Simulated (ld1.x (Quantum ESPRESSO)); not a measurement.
Building the PAW potential for titanium (PBE, fully relativistic).

ld1.x (Quantum ESPRESSO) 7.5 was run on this input:

```
&input
   title='Ti', zed=22., rel=2, dft='PBE', iswitch=3,
   config='[Ar] 3d2 4s2 4p0', rel_dist='average',
   nld=5, rlderiv=4.60, eminld=-2.0, emaxld=5.0, deld=0.02
 /
 &inputp
   pseudotype=3, lpaw=.true., tm=.true., lloc=-2, rcloc=2.00,
   nlcc=.false.,
   which_augfun='BESSEL', rmatch_augfun=1.90,
   file_pseudopw='Ti.UPF', file_wfcaegen='ae.wfc', file_wfcncgen='nc.wfc', file_beta='beta', file_chi='chi', file_wfcusgen='us.wfc'
 /
6
4S  1  0   2.00   0.00  2.70  2.90  0.0
4S  1  0   0.00   2.90  2.70  2.90  0.0
4P  2  1   0.00   0.00  3.35  4.25  0.0
4P  2  1   0.00   0.80  3.35  4.25  0.0
3D  3  2   2.00   0.00  1.90  2.00  0.0
3D  3  2   0.00   1.80  1.90  2.00  0.0
 &test
   configts(1)='3d2 4s2 4p0'
 /
```

Command:

```bash
ld1.x < Ti.in > Ti.out
```

Resulting log (shortened: banner, matrices, multipoles, cross overlaps and the repeated all-electron block are left out):

```
Program LD1 v.7.5
     --------------------------- All-electron run ----------------------------

     Ti
     dirac relativistic calculation

     atomic number is 22.00
     dft =PBE   lsd =0 sic =0 latt =0  beta=0.20 tr2=1.0E-14
     Exchange-correlation= PBE
                           (   1   4   3   4   0   0   0)
     mesh =1177 r(mesh) = 100.37945 a.u. xmin = -7.00 dx = 0.01250
     1 Ry =  13.60569312 eV, c = 137.03599908

     n l j   nl                  e(Ry)          e(Ha)          e(eV)
     Spin orbit split results
     1 0 0.5 1S 1( 2.00)      -357.7966      -178.8983     -4868.0710
     2 0 0.5 2S 1( 2.00)       -39.4555       -19.7277      -536.8193
     2 1 0.5 2P 1( 2.00)       -32.9272       -16.4636      -447.9968
     2 1 1.5 2P 1( 4.00)       -32.5029       -16.2514      -442.2244
     3 0 0.5 3S 1( 2.00)        -4.6027        -2.3014       -62.6231
     3 1 0.5 3P 1( 2.00)        -2.8880        -1.4440       -39.2933
     3 1 1.5 3P 1( 4.00)        -2.8397        -1.4198       -38.6355
     3 2 1.5 3D 1( 0.80)        -0.3151        -0.1576        -4.2874
     3 2 2.5 3D 1( 1.20)        -0.3117        -0.1559        -4.2413
     4 0 0.5 4S 1( 2.00)        -0.3283        -0.1641        -4.4663
     4 1 0.5 4P 1( 0.00)        -0.1091        -0.0545        -1.4841
     4 1 1.5 4P 1( 0.00)        -0.1071        -0.0536        -1.4573
     Averaged results
     1 0     1S 1( 2.00)      -357.7966      -178.8983     -4868.0710
     2 0     2S 1( 2.00)       -39.4555       -19.7277      -536.8193
     2 1     2P 1( 6.00)       -32.6443       -16.3222      -444.1485
     3 0     3S 1( 2.00)        -4.6027        -2.3014       -62.6231
     3 1     3P 1( 6.00)        -2.8558        -1.4279       -38.8548
     3 2     3D 1( 2.00)        -0.3131        -0.1565        -4.2597
     4 0     4S 1( 2.00)        -0.3283        -0.1641        -4.4663
     4 1     4P 1( 0.00)        -0.1078        -0.0539        -1.4662

     final scf error:  3.4E-15 reached in  24 iterations

     Etot =   -1707.148548 Ry,    -853.574274 Ha,  -23226.939254 eV

     Ekin =    1723.790016 Ry,     861.895008 Ha,   23453.357972 eV
     Encl =   -4060.971468 Ry,   -2030.485734 Ha,  -55252.331571 eV
     Eh   =     713.915104 Ry,     356.957552 Ha,    9713.309825 eV
     Exc  =     -83.882201 Ry,     -41.941100 Ha,   -1141.275479 eV

     normalization and overlap integrals

     s(1S/1S) =  1.000000  <r> =   0.0696  <r2> =    0.0065  r(max) =   0.0455
     s(2S/2S) =  1.000000  <r> =   0.3248  <r2> =    0.1248  r(max) =   0.2682
     s(2P/2P) =  1.000000  <r> =   0.2881  <r2> =    0.1025  r(max) =   0.2169
     s(2P/2P) =  1.000000  <r> =   0.2908  <r2> =    0.1043  r(max) =   0.2196
     s(3S/3S) =  1.000000  <r> =   1.0069  <r2> =    1.1699  r(max) =   0.8685
     s(3P/3P) =  1.000000  <r> =   1.0805  <r2> =    1.3769  r(max) =   0.9016
     s(3P/3P) =  1.000000  <r> =   1.0888  <r2> =    1.3979  r(max) =   0.9016
     s(3D/3D) =  1.000000  <r> =   1.6132  <r2> =    3.5545  r(max) =   0.9841
     s(3D/3D) =  1.000000  <r> =   1.6196  <r2> =    3.5848  r(max) =   0.9841
     s(4S/4S) =  1.000000  <r> =   3.5141  <r2> =   14.2515  r(max) =   2.9196
     s(4P/4P) =  1.000000  <r> =   4.8418  <r2> =   27.6700  r(max) =   3.7960
     s(4P/4P) =  1.000000  <r> =   4.8778  <r2> =   28.0808  r(max) =   3.8438

     ------------------------ End of All-electron run ------------------------

     --------------------- Generating PAW atomic setup --------------------

      Generating local potential from pseudized AE potential:
      Matching radius rcloc =   2.0000
      Enforcing V''(0)=0 (lloc=-2)

      Local pseudo, rcloc= 1.982 Estimated cut-off energy=     8.10 Ry

      Computing core charge for PAW:

       r > 1.73 : true rho core
       r < 1.73 : rho core = a sin(br)/r    a=   2.40  b=   1.56

      Integrated core pseudo-charge :   3.44

     Fully relativistic calculation: |psi|^2

     Wfc 4S LC norm =  0.99997792 SC norm =  0.00002160 missing  0.00000048
     Speed at rcutus      0.391 a.u.,  v/c =  0.002855,  (v/c)^2 =  0.00000815

     Wfc 4P LC norm =  0.99998827 SC norm =  0.00001166 missing  0.00000007
     Speed at rcutus      0.230 a.u.,  v/c =  0.001680,  (v/c)^2 =  0.00000282

     Wfc 4P LC norm =  0.99998843 SC norm =  0.00001028 missing  0.00000129
     Speed at rcutus      0.231 a.u.,  v/c =  0.001685,  (v/c)^2 =  0.00000284

     Wfc 3D LC norm =  0.99990166 SC norm =  0.00009834 missing  0.00000000
     Speed at rcutus      0.613 a.u.,  v/c =  0.004473,  (v/c)^2 =  0.00002001

     Wfc 3D LC norm =  0.99990220 SC norm =  0.00009770 missing  0.00000009
     Speed at rcutus      0.615 a.u.,  v/c =  0.004485,  (v/c)^2 =  0.00002011
      Wfc-us  4S rcutus= 2.883  Estimated cut-off energy=     5.32 Ry
      Wfc-us  4S rcutus= 2.883  Estimated cut-off energy=    12.41 Ry
      Wfc-us  4P rcutus= 4.301  Estimated cut-off energy=     4.13 Ry
      Wfc-us  4P rcutus= 4.301  Estimated cut-off energy=     4.12 Ry
      Wfc-us  4P rcutus= 4.301  Estimated cut-off energy=     7.92 Ry
      Wfc-us  4P rcutus= 4.301  Estimated cut-off energy=     7.88 Ry
      Wfc-us  3D rcutus= 1.982  Estimated cut-off energy=    29.36 Ry
      Wfc-us  3D rcutus= 1.982  Estimated cut-off energy=    29.35 Ry
      Wfc-us  3D rcutus= 1.982  Estimated cut-off energy=    54.60 Ry
      Wfc-us  3D rcutus= 1.982  Estimated cut-off energy=    54.57 Ry

     Required augmentation: BESSEL   radius:    1.900000
     Suggested rho cutoff for augmentation:  27.25 Ry

     Estimated PAW energy =  -87.138836 Ryd

     ------------------- End of pseudopotential generation -------------------

     Computing logarithmic derivative in   4.60769
     Computing logarithmic derivative in   4.60769
     Computing the partial wave expansion
     R is outside the sphere for l=    0 j= 0.50
     R is outside the sphere for l=    0 j= 0.50
     R is outside the sphere for l=    1 j= 0.50
     R is outside the sphere for l=    1 j= 0.50
     R is outside the sphere for l=    1 j= 1.50
     R is outside the sphere for l=    1 j= 1.50
     R is outside the sphere for l=    2 j= 1.50
     R is outside the sphere for l=    2 j= 1.50
     R is outside the sphere for l=    2 j= 2.50
     R is outside the sphere for l=    2 j= 2.50

     ---------------------- Testing the pseudopotential ----------------------

     Ti
     dirac relativistic calculation

     atomic number is 22.00   valence charge is  4.00
     dft = SLA  PW   PBX  PBC   lsd =0 sic =0 latt =0  beta=0.20 tr2=1.0E-14
     mesh =1177 r(mesh) = 100.37945 xmin = -7.00 dx = 0.01250

     n l  j  nl             e AE (Ry)       e PS (Ry)    De AE-PS (Ry)
     3 2 1.5 3D   1( 0.80)       -0.31512       -0.31512       -0.00000
     3 2 2.5 3D   1( 1.20)       -0.31173       -0.31173        0.00000
     1 0 0.5 4S   1( 2.00)       -0.32827       -0.32827        0.00000
     2 1 0.5 4P   1( 0.00)       -0.10908       -0.10908        0.00000
     2 1 1.5 4P   1( 0.00)       -0.10711       -0.10711        0.00000

     eps = 6.6E-16  iter =  3

     Etot =   -1707.148548 Ry,    -853.574274 Ha,  -23226.939254 eV
     Etotps =   -87.138839 Ry,     -43.569420 Ha,   -1185.584303 eV

     Ekin =      18.079856 Ry,       9.039928 Ha,     245.988967 eV
     Encl =     -27.260674 Ry,     -13.630337 Ha,    -370.900367 eV
     Ehrt =       5.924179 Ry,       2.962089 Ha,      80.602556 eV
     Ecxc =     -83.882199 Ry,     -41.941100 Ha,   -1141.275459 eV

     ---------------------- End of pseudopotential test ----------------------
```

Generation and configuration tests took about 1.4 s on one core of a shared server CPU.

Transferability test of the new file with ld1.x, input:

```
&input
   title='Ti', zed=22., rel=2, dft='PBE', iswitch=2,
   config='[Ar] 3d2 4s2 4p0', rel_dist='average'
 /
 &test
   file_pseudo='Ti.UPF', nconf=8,
   configts(1)='3d2 4s2 4p0',
   configts(2)='3d2 4s1 4p0',
   configts(3)='3d2 4s0 4p0',
   configts(4)='3d1 4s0 4p0',
   configts(5)='3d3 4s1 4p0',
   configts(6)='3d3 4s0 4p0',
   configts(7)='3d2 4s0 4p2',
   configts(8)='3d2 4s1 4p1'
 /
```

```bash
ld1.x < Ti.test.in > Ti.test.out
```

Pseudopotential blocks of its output, shortened (energy terms left out; the distinct warnings before each block abridged to one line each):

```
     ---------------------- Testing the pseudopotential ----------------------

     n l  j  nl             e AE (Ry)       e PS (Ry)    De AE-PS (Ry)
     3 2 1.5 3D   1( 0.80)       -0.31512       -0.31512       -0.00000
     3 2 2.5 3D   1( 1.20)       -0.31173       -0.31173        0.00000
     1 0 0.5 4S   1( 2.00)       -0.32827       -0.32827        0.00000
     2 1 0.5 4P   1( 0.00)       -0.10908       -0.10908        0.00000
     2 1 1.5 4P   1( 0.00)       -0.10711       -0.10711        0.00000

     eps = 6.6E-16  iter =  3

     Etot =   -1707.148548 Ry,    -853.574274 Ha,  -23226.939254 eV
     Etotps =   -87.138839 Ry,     -43.569420 Ha,   -1185.584303 eV

     ---------------------- End of pseudopotential test ----------------------

          ---------------------- Testing the pseudopotential ----------------------

     n l  j  nl             e AE (Ry)       e PS (Ry)    De AE-PS (Ry)
     3 2 1.5 3D   1( 0.80)       -0.83770       -0.83769       -0.00000
     3 2 2.5 3D   1( 1.20)       -0.83413       -0.83412       -0.00000
     1 0 0.5 4S   1( 1.00)       -0.76070       -0.75980       -0.00090
     2 1 0.5 4P   1( 0.00)       -0.48772       -0.48632       -0.00140
     2 1 1.5 4P   1( 0.00)       -0.48434       -0.48293       -0.00140

     eps = 1.5E-15  iter = 12

     Etot =   -1706.608574 Ry,    -853.304287 Ha,  -23219.592534 eV
     Etotps =   -86.599028 Ry,     -43.299514 Ha,   -1178.239803 eV
     dEtot_ae =       0.539974 Ry
     dEtot_ps =       0.539811 Ry,   Delta E=       0.000163 Ry

     ---------------------- End of pseudopotential test ----------------------

          ---------------------- Testing the pseudopotential ----------------------

     n l  j  nl             e AE (Ry)       e PS (Ry)    De AE-PS (Ry)
     3 2 1.5 3D   1( 0.80)       -1.44879       -1.45289        0.00409
     3 2 2.5 3D   1( 1.20)       -1.44500       -1.44909        0.00408
     1 0 0.5 4S   1( 0.00)       -1.24179       -1.23662       -0.00517  !
     2 1 0.5 4P   1( 0.00)       -0.91552       -0.90607       -0.00945  !
     2 1 1.5 4P   1( 0.00)       -0.91052       -0.90094       -0.00958  !

     eps = 2.8E-15  iter = 10

     Etot =   -1705.611030 Ry,    -852.805515 Ha,  -23206.020265 eV
     Etotps =   -85.605846 Ry,     -42.802923 Ha,   -1164.726865 eV
     dEtot_ae =       1.537517 Ry
     dEtot_ps =       1.532993 Ry,   Delta E=       0.004524 Ry

     ---------------------- End of pseudopotential test ----------------------

          Warning: n=2, l=1 expected 0 nodes, found 1
     ---------------------- Testing the pseudopotential ----------------------

     n l  j  nl             e AE (Ry)       e PS (Ry)    De AE-PS (Ry)
     3 2 1.5 3D   1( 0.40)       -2.55254       -2.66728        0.11473  !
     3 2 2.5 3D   1( 0.60)       -2.54790       -2.66236        0.11446  !
     1 0 0.5 4S   1( 0.00)       -1.94350       -1.97638        0.03288  !
     2 1 0.5 4P   1( 0.00)       -1.54082       -1.60756        0.06674  !
     2 1 1.5 4P   1( 0.00)       -1.53324       -1.59722        0.06399  !

     eps = 7.9E-15  iter = 10

     Etot =   -1703.630406 Ry,    -851.815203 Ha,  -23179.072493 eV
     Etotps =   -83.572384 Ry,     -41.786192 Ha,   -1137.060205 eV
     dEtot_ae =       3.518142 Ry
     dEtot_ps =       3.566455 Ry,   Delta E=      -0.048313 Ry

     ---------------------- End of pseudopotential test ----------------------
```

The test run then stopped with an error in new_paw_hamiltonian: “negative rho”.
